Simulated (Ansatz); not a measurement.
Cost and result for the atomization energy of C2H7ClN2Si, SMILES `C=C[Si](N)(N)Cl` (13 atoms, 12 bonds).

Cartesian coordinates in Å:
```
C -1.437 0.672 -1.421
C -0.273 0.033 -1.330
Si 0.675 -0.158 0.251
N 0.582 -1.647 1.075
N 0.135 1.048 1.321
Cl 2.678 -0.047 -0.294
H -1.981 0.755 -2.358
H -1.899 1.138 -0.555
H 0.138 -0.420 -2.231
H 1.244 -2.377 0.876
H -0.307 -2.008 1.379
H 0.011 1.996 1.004
H 0.435 1.015 2.283
```

Charge 0, multiplicity 1. All single points use the PBE0-D4/def2-TZVP geometry. It is one conformer, not always the lowest. Program: Ansatz. All runs use 2 threads of an AMD EPYC 7R13 on a shared host and a share of an NVIDIA H100 80 GB. Times are those of one run each, without the atoms' runs, and a repeat can differ threefold. Electronic energies, without spin–orbit coupling; frozen cores. CCSD(T)/CBS adds CCSD(T) − MP2 in def2-TZVPP to the MP2 limit, and its time is that of the two runs behind it. T1 = 0.010. B3LYP takes the VWN-RPA correlation (the form of Gaussian; ORCA's B3LYP/G).

CCSD(T)/CBS is a level of theory with its own doubt, some kJ/mol a heavy atom from the limit and from the frozen cores, so smaller differences don't rank the functionals.

```tsv
level	functions	wall time	atomization (kcal/mol)	difference from CCSD(T)/CBS	per bond
ωB97X-V/def2-TZVPP	306	2.6 s	1194.4	3.6	0.3
PBE-D4/def2-TZVPP (with forces)	306	3.3 s	1214.0	23.2	1.9
PBE0-D4/def2-TZVPP	306	3.5 s	1192.3	1.5	0.1
r2SCAN-D4/def2-TZVPP (with forces)	306	3.7 s	1188.5	-2.3	-0.2
B3LYP-D4/def2-TZVPP (with forces)	306	3.7 s	1192.2	1.4	0.1
B2PLYP/def2-TZVPP	306	4.7 s	1176.9	-13.9	-1.2
ωB97M-V/def2-TZVPP (with forces)	306	6.5 s	1196.9	6.1	0.5
MP2/def2-QZVPP	578	6.5 s	1196.2	5.4	0.5
CCSD(T)/def2-TZVPP	306	9.1 s	1153.7	-37.1	-3.1
CCSD(T)/CBS(def2)	–	16 s	1190.8	0.0	0.0
```

From PBE to PBE0 (25 % exact exchange), in def2-TZVPP and without D4, the atomization energy moves by −20.5 kcal/mol: exact exchange takes away binding that semilocal exchange gives to molecules. The D4 term adds +13.1 kcal/mol with B3LYP and +7.0 kcal/mol with PBE0; it sums over pairs of atoms, weighted by their polarisabilities, and B3LYP, whose exchange is more repulsive, gets the larger term. In def2-TZVPP, CCSD(T) changes the Hartree–Fock value by +305.7 kcal/mol (the triples alone add +19.0 kcal/mol) and MP2 by +326.1 kcal/mol; breaking electron pairs costs correlation energy, which Hartree–Fock lacks.
